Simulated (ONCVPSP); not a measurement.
## What one change does to a pseudopotential (N, ONCV)

```json
{
  "Element": "nitrogen (N)",
  "Generator": "ONCVPSP 4.0.1",
  "Type": "optimised norm-conserving Vanderbilt (ONCV)",
  "Functional": "BLYP",
  "Relativity": "scalar-relativistic",
  "Frozen core": "[He]",
  "Valence charge": "5",
  "Reference configuration": "2s2 2p3",
  "Partial waves": "2s: rc 1.10 bohr, ncon 3, nbas 6, qcut 4.6 1/bohr, 3 projectors, debl 3.4 Ha; 2p: rc 1.65 bohr, ncon 3, nbas 6, qcut 8.9 1/bohr, 2 projectors, debl 3.2 Ha",
  "Local potential": "polynomial inside 1.05 bohr (lpopt 2, dvloc0 3 Ha)",
  "Core correction": "Teter function, fcfact 2.5, rcfact 1.05"
}
```

Change: core correction Teter function, fcfact 2.5, rcfact 2.04.

Cutoffs: the cutoffs (Ha) at which the residual kinetic energy of the hardest occupied pseudo-wave falls to 1 and 0.1 mHa per electron; they do not see the model core or the augmentation charge, which bear on the density cutoff. Errors are all-electron minus pseudo energies relative to the spin-unpolarised reference configuration.

Problem. What does the change do?

Solution. Of the 4 tests that both files solve, the error grows in 0 and shrinks in 4 by more than 15 % and 0.3 meV (median size 130.6 → 103.0 meV); neither file shows a bound ghost. That the errors move this way runs against the usual rule that smaller radii transfer better. A model core, the more so a compact one, raises the density cutoff, which this test does not measure.

```tsv
quantity	base	changed
bound ghosts	none	none
GHOST(+) flags under 300 eV	none	none
error for 2s2 2p2, meV [ΔE 13.57 eV]	+27	+22
error for 2s2 2p1, meV [ΔE 42.45 eV]	+234	+184
error for 2s2 2p0, meV [ΔE 89.61 eV]	+977	+724
error for 2s1 2p4, meV [ΔE 11.40 eV]	+19	+14
s: phases at 1.12 bohr within 0.05 rad from the reference energy up to (Ha; the scan ends near 5)	to the end of the scan	to the end of the scan
p: phases at 1.68 bohr within 0.05 rad from the reference energy up to (Ha; the scan ends near 5)	to the end of the scan	to the end of the scan
rms error of d²Exc/dni dnj with the model core, mHa	2.43	2.20
```
